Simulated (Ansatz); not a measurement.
One geometry of the cluster K2H2, several levels of theory.

```yaml
crystal:
  periodic: [false, false, false]
  atoms:
    - {symbol: K, position_ang: [-1.775905, 0.219692, 0.142810]}
    - {symbol: K, position_ang: [1.776015, -0.219667, -0.141435]}
    - {symbol: H, position_ang: [-0.209868, -1.716107, 0.047892]}
    - {symbol: H, position_ang: [0.209757, 1.716081, -0.049266]}
basis:
  gaussian: {orbitals: def2-SVP, initial_orbitals: start.molden}
hamiltonian: {xc: pbe0, dispersion: d4}
scf: {omitted_lower_state_checks: [starts]}
output: {orbitals: {seedname: orbitals}}
```

The file start.molden holds the orbitals of an earlier run on this structure, at another level or in another basis.

```sh
$ ansatz run in.yaml --threads 4 --pin off --events-out ev --progress --plain --max-ram 3916MiB
```

Output, abridged:

```
Functional definition: PBE0
558 factors; integrals over basis functions are off by at most 4.9e-4 eV
mean field evaluation 1: about -32667.2378 eV, gradient 2.4e0 eV
mean field evaluation 2: about -32667.2635 eV, gradient 2.8e-2 eV
mean field evaluation 4: about -32667.2997 eV, gradient 1.9e-4 eV
mean field evaluation 8: about -32667.2997 eV, gradient 1.8e-5 eV
mean field -32667.29970442 eV, -1200.5011214465 hartree, gradient 1.8e-5 eV, S^2 0.000000; 0 other end points of the search recorded, 0 dependent functions left out
reference -32667.29973838 eV, -1200.5011226946 hartree; 20, 20 occupied and 38, 38 virtual orbitals, 558 factors
Total energy: -32667.39153827 eV, -1200.5044962780 hartree
Checks for a lower state left out: starts
```

Hardware: 4 threads of Arm Neoverse N1 on a shared host. Wall time 1.1 s.

First input, but with `gaussian: {orbitals: def2-TZVPD, initial_orbitals: start.molden}`, `hamiltonian: {xc: r2scan, dispersion: d4}` (abridged; 2.7 s):

```
Functional definition: r2SCAN
mean field -32678.99875284 eV, -1200.9310535459 hartree, gradient 2.2e-5 eV, S^2 0.000000
Total energy: -32679.02310823 eV, -1200.9319485899 hartree
Checks for a lower state left out: starts
```

The first input with `gaussian: {orbitals: def2-TZVPD, initial_orbitals: start.molden}`, `hamiltonian: {xc: pbe, dispersion: d4}` (abridged; 1.3 s):

```
Functional definition: PBE
mean field -32668.95815161 eV, -1200.5620682565 hartree, gradient 3.9e-6 eV, S^2 0.000000
Total energy: -32669.06603952 eV, -1200.5660330640 hartree
Checks for a lower state left out: starts
```

First input, but with `gaussian: {orbitals: def2-TZVP, initial_orbitals: start.molden}`, `hamiltonian: {xc: {name: wB97M-V}}` (abridged; 4 s):

```
Functional definition: wB97M-V
mean field -32679.45872828 eV, -1200.9479573318 hartree, gradient 7.5e-5 eV, S^2 0.000000
Total energy: -32679.45879195 eV, -1200.9479596714 hartree
Checks for a lower state left out: starts
```

First input, but with `gaussian: {orbitals: def2-TZVPD, initial_orbitals: start.molden}` (abridged; 1.4 s):

```
Functional definition: PBE0
mean field -32671.62999083 eV, -1200.6602565367 hartree, gradient 6.5e-6 eV, S^2 0.000000
Total energy: -32671.72183979 eV, -1200.6636319237 hartree
Checks for a lower state left out: starts
```

As the first input, with `gaussian: {orbitals: def2-TZVP, initial_orbitals: start.molden}`, `hamiltonian: {xc: {name: wB97X-V}}` (abridged; 3.5 s):

```
Functional definition: wB97X-V
mean field -32676.65540232 eV, -1200.8449370027 hartree, gradient 8.5e-5 eV, S^2 0.000000
Total energy: -32676.65539969 eV, -1200.8449369061 hartree
Checks for a lower state left out: starts
```

First input, but with `gaussian: {orbitals: def2-TZVP, initial_orbitals: start.molden}`, `hamiltonian: {xc: {name: LC-wPBE, parameters: {omega: 0.15/bohr}}}` (abridged; 1.1 s):

```
Functional definition: LC-wPBE
mean field -32671.10936544 eV, -1200.6411239067 hartree, gradient 5.7e-5 eV, S^2 0.000000
Total energy: -32671.10936549 eV, -1200.6411239083 hartree
Checks for a lower state left out: starts
```

Geometry: r2SCAN-D4/def2-TZVP.

The structure comes from a short search, and lower isomers may exist.
